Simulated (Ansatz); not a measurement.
AlFH$_{6}$N$_{2}$Si (`N[SiH2][Al]([NH2])[F]`) at its PBE0-D4/def2-TZVP geometry, where that method's forces vanish. The species carries charge 0 and has multiplicity 1.

```json
{"atom": "N1", "x (Å)": "-1.3084", "y (Å)": "-0.3402", "z (Å)": "-1.3820"}
{"atom": "Si2", "x (Å)": "-1.3714", "y (Å)": "-0.0998", "z (Å)": "0.3345"}
{"atom": "Al3", "x (Å)": "0.9065", "y (Å)": "0.3559", "z (Å)": "1.0905"}
{"atom": "N4", "x (Å)": "2.2876", "y (Å)": "0.0417", "z (Å)": "0.0432"}
{"atom": "F5", "x (Å)": "1.2202", "y (Å)": "0.9891", "z (Å)": "2.5878"}
{"atom": "H6", "x (Å)": "-0.8647", "y (Å)": "0.3607", "z (Å)": "-1.9543"}
{"atom": "H7", "x (Å)": "-2.1230", "y (Å)": "-0.7050", "z (Å)": "-1.8524"}
{"atom": "H8", "x (Å)": "-1.8837", "y (Å)": "-1.3703", "z (Å)": "0.9241"}
{"atom": "H9", "x (Å)": "-2.3240", "y (Å)": "0.9601", "z (Å)": "0.7974"}
{"atom": "H10", "x (Å)": "3.2548", "y (Å)": "0.2111", "z (Å)": "0.2680"}
{"atom": "H11", "x (Å)": "2.2060", "y (Å)": "-0.4034", "z (Å)": "-0.8569"}
```

(1) For each bond, give half the difference of the two atoms' forces along it (eV/Å; positive pushes the atoms apart) under PBE-D4, r2SCAN-D4, B3LYP-D4, ωB97M-V in def2-TZVPP. (Best estimate.)

## Answers

(1) Ansatz gave: 
```csv
bond,length (Å),PBE-D4,r2SCAN-D4,B3LYP-D4,ωB97M-V
N1–Si2,1.734,0.10,0.03,0.13,0.15
N1–H6,1.008,0.21,0.02,-0.01,-0.03
N1–H7,1.009,0.21,0.01,-0.02,-0.04
Si2–Al3,2.443,-0.25,-0.04,-0.05,-0.12
Si2–H8,1.491,0.09,-0.01,-0.10,-0.13
Si2–H9,1.498,0.05,-0.01,-0.09,-0.13
Al3–N4,1.762,-0.01,-0.01,0.01,0.03
Al3–F5,1.656,0.40,0.02,0.12,0.13
N4–H10,1.007,0.21,0.03,0.01,-0.02
N4–H11,1.007,0.20,0.02,0.00,-0.01
```

B3LYP here is the variant with VWN-RPA as its local correlation; programs differ in this.
